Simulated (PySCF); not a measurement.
Nonlinear optical response: `Cc1cccc(C(C)C)c1`, C$_{10}$H$_{14}$

Molfile (atoms numbered from 1):
```
C10H14
     RDKit          3D

 24 24  0  0  0  0  0  0  0  0999 V2000
    2.9650    1.0641    1.1562 C   0  0  0  0  0  0  0  0  0  0  0  0
    1.9332    0.2632    0.4149 C   0  0  0  0  0  0  0  0  0  0  0  0
    2.3057   -0.8107   -0.4027 C   0  0  0  0  0  0  0  0  0  0  0  0
    1.3398   -1.5666   -1.0602 C   0  0  0  0  0  0  0  0  0  0  0  0
   -0.0117   -1.2599   -0.9124 C   0  0  0  0  0  0  0  0  0  0  0  0
   -0.4149   -0.1918   -0.1063 C   0  0  0  0  0  0  0  0  0  0  0  0
   -1.8824    0.1482    0.0545 C   0  0  0  0  0  0  0  0  0  0  0  0
   -2.3448   -0.0204    1.5014 C   0  0  0  0  0  0  0  0  0  0  0  0
   -2.2006    1.5466   -0.4733 C   0  0  0  0  0  0  0  0  0  0  0  0
    0.5726    0.5553    0.5461 C   0  0  0  0  0  0  0  0  0  0  0  0
    2.6428    2.1061    1.2978 H   0  0  0  0  0  0  0  0  0  0  0  0
    3.1480    0.6400    2.1580 H   0  0  0  0  0  0  0  0  0  0  0  0
    3.9280    1.0725    0.6252 H   0  0  0  0  0  0  0  0  0  0  0  0
    3.3650   -1.0532   -0.5252 H   0  0  0  0  0  0  0  0  0  0  0  0
    1.6422   -2.4012   -1.6978 H   0  0  0  0  0  0  0  0  0  0  0  0
   -0.7674   -1.8546   -1.4333 H   0  0  0  0  0  0  0  0  0  0  0  0
   -2.4442   -0.5754   -0.5609 H   0  0  0  0  0  0  0  0  0  0  0  0
   -2.1354   -1.0353    1.8712 H   0  0  0  0  0  0  0  0  0  0  0  0
   -1.8316    0.6902    2.1689 H   0  0  0  0  0  0  0  0  0  0  0  0
   -3.4273    0.1619    1.5913 H   0  0  0  0  0  0  0  0  0  0  0  0
   -1.6838    2.3220    0.1145 H   0  0  0  0  0  0  0  0  0  0  0  0
   -1.8860    1.6583   -1.5216 H   0  0  0  0  0  0  0  0  0  0  0  0
   -3.2813    1.7514   -0.4147 H   0  0  0  0  0  0  0  0  0  0  0  0
    0.2774    1.3981    1.1791 H   0  0  0  0  0  0  0  0  0  0  0  0
  1  2  1  0
  2  3  1  0
  3  4  2  0
  4  5  1  0
  5  6  2  0
  6  7  1  0
  7  8  1  0
  7  9  1  0
  6 10  1  0
 10  2  2  0
  1 11  1  0
  1 12  1  0
  1 13  1  0
  3 14  1  0
  4 15  1  0
  5 16  1  0
  7 17  1  0
  8 18  1  0
  8 19  1  0
  8 20  1  0
  9 21  1  0
  9 22  1  0
  9 23  1  0
 10 24  1  0
M  END
```

Theory: quadratic response CAM-B3LYP/def2-SVPD first hyperpolarisability, Taylor convention, gas phase in PySCF 2.14.0. Geometry: PBE0-D3(BJ)/def2-SVP.

(1) Give β for the processes computed.

(2) Which lowest excitations, dipole and polarisabilities go with it?

Answers

(1) In au, Taylor convention; the vector part is βᵢ = ⅓ Σⱼ (βᵢⱼⱼ + βⱼᵢⱼ + βⱼⱼᵢ); β∥ is 3/5 of the vector part along the dipole, the dipole points from − to +:
```csv
process,λ (nm),β vector norm,β∥,β HRS,depolarisation ratio
"static β(0;0,0)",∞,21.3,7.1,13.6,2.32
"second harmonic β(−2ω;ω,ω)",1907,22.8,7.9,14.3,2.35
"Pockels β(−ω;ω,0)",1907,21.8,7.4,–,–
"second harmonic β(−2ω;ω,ω)",1064,26.8,9.9,16.3,2.41
"Pockels β(−ω;ω,0)",1064,23.0,8.0,–,–
```

(2) S1 5.32 eV (f = 0.004); S2 5.99 eV (f = 0.007); S3 6.77 eV (f = 0.006); dipole 0.31 D; isotropic α 117.8 au static, 118.2 au at 1907 nm, 119.0 au at 1064 nm, 119.3 au at 953.5 nm, 123.0 au at 532 nm.
